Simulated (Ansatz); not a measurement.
`[CH3][Nb](=[O])([OH])[OH]` and `[CH3][Nb](=[O])([OH])[F]` differ in one atom or group.

Ansatz, PBE0-D4/def2-TZVP geometries, multiplicity 1. Each molecule was computed in one conformer, which needn't be the lowest.

Elements past krypton have def2 core potentials.

```json
{"property": "HOMO energy (PBE0/def2-TZVPP) / eV", "`[CH3][Nb](=[O])([OH])[OH]`": "-8.12"}
{"property": "HOMO energy (B3LYP/def2-TZVPP) / eV", "`[CH3][Nb](=[O])([OH])[OH]`": "-7.89"}
{"property": "zero-point energy (PBE0-D4/def2-TZVP) / kJ/mol", "`[CH3][Nb](=[O])([OH])[OH]`": "169.3"}
{"property": "HOMO–LUMO gap (PBE/def2-TZVPP) / eV", "`[CH3][Nb](=[O])([OH])[OH]`": "4.66"}
{"property": "HOMO–LUMO gap (ωB97M-V/def2-TZVPP) / eV", "`[CH3][Nb](=[O])([OH])[OH]`": "11.22"}
{"property": "ideal-gas entropy at 298 K and 1 bar (rigid rotor, harmonic PBE0-D4/def2-TZVP) / J/(mol·K)", "`[CH3][Nb](=[O])([OH])[OH]`": "367"}
```

Give the same properties after the change, and the shifts. (Estimate.)

Ansatz gave: 
| property | `[CH3][Nb](=[O])([OH])[F]` | shift |
| --- | --- | --- |
| HOMO energy (PBE0/def2-TZVPP) / eV | -8.53 | -0.41 |
| HOMO energy (B3LYP/def2-TZVPP) / eV | -8.30 | -0.41 |
| zero-point energy (PBE0-D4/def2-TZVP) / kJ/mol | 140.6 | -28.7 |
| HOMO–LUMO gap (PBE/def2-TZVPP) / eV | 4.58 | -0.08 |
| HOMO–LUMO gap (ωB97M-V/def2-TZVPP) / eV | 11.34 | 0.12 |
| ideal-gas entropy at 298 K and 1 bar (rigid rotor, harmonic PBE0-D4/def2-TZVP) / J/(mol·K) | 360 | -7 |

With PBE0 the HOMO falls by 0.41 eV and the LUMO falls by 0.49 eV, so the gap narrows by about 0.08 eV. PBE moves the HOMO by -0.40 eV and ωB97M-V by -0.39 eV. The zero-point energy changes by -28.7 kJ/mol with -3 modes.

B3LYP here is the variant with VWN-RPA as its local correlation; programs differ in this.
